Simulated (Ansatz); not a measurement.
`CN(C)[SiH](Cl)O[SiH3]`. The species carries charge 0 and has multiplicity 1. All single points use the PBE0-D4/def2-TZVP geometry. It is one conformer, not always the lowest.

```xyz
17

C    -0.684    0.471    2.374
N    -0.488    0.380    0.947
C    -0.714    1.620    0.241
Si    0.418   -0.886    0.286
Cl    2.467   -0.556    0.334
O     0.030   -1.071   -1.278
Si    0.704   -1.256   -2.765
H     0.000    1.192    2.843
H    -1.710    0.785    2.600
H    -0.522   -0.501    2.845
H    -1.739    1.971    0.409
H    -0.028    2.412    0.568
H    -0.583    1.476   -0.833
H     0.183   -2.107    1.078
H     1.336    0.016   -3.198
H     1.722   -2.336   -2.748
H    -0.390   -1.611   -3.701
```

Q: What is the dipole moment at PBE/def2-TZVPP? (Estimate.)

A: Computed: 1.73 D, with components (-1.43, 0.85, 0.48) D in this frame, pointing from negative to positive charge.

Q: And with r2SCAN, B3LYP, ωB97M-V? (An estimate is asked.)

A: The calculation gave: r2SCAN 1.76 D, B3LYP 1.70 D, ωB97M-V 1.69 D.

Q: Give the Mulliken charges with PBE, ωB97M-V, r2SCAN in def2-TZVPP. (Estimate.)

A: Computed: 
| atom | PBE | ωB97M-V | r2SCAN |
| --- | --- | --- | --- |
| C1 | -0.19 | -0.24 | -0.06 |
| N2 | -0.12 | -0.23 | -0.21 |
| C3 | -0.20 | -0.25 | -0.07 |
| Si4 | 0.46 | 0.50 | 0.60 |
| Cl5 | -0.25 | -0.24 | -0.28 |
| O6 | -0.31 | -0.39 | -0.42 |
| Si7 | 0.32 | 0.28 | 0.42 |
| H8 | 0.09 | 0.12 | 0.05 |
| H9 | 0.08 | 0.11 | 0.05 |
| H10 | 0.09 | 0.10 | 0.05 |
| H11 | 0.09 | 0.11 | 0.05 |
| H12 | 0.09 | 0.12 | 0.06 |
| H13 | 0.09 | 0.11 | 0.05 |
| H14 | -0.07 | -0.02 | -0.08 |
| H15 | -0.06 | -0.03 | -0.07 |
| H16 | -0.05 | -0.02 | -0.07 |
| H17 | -0.06 | -0.03 | -0.07 |

B3LYP here is the variant with VWN-RPA as its local correlation; programs differ in this.
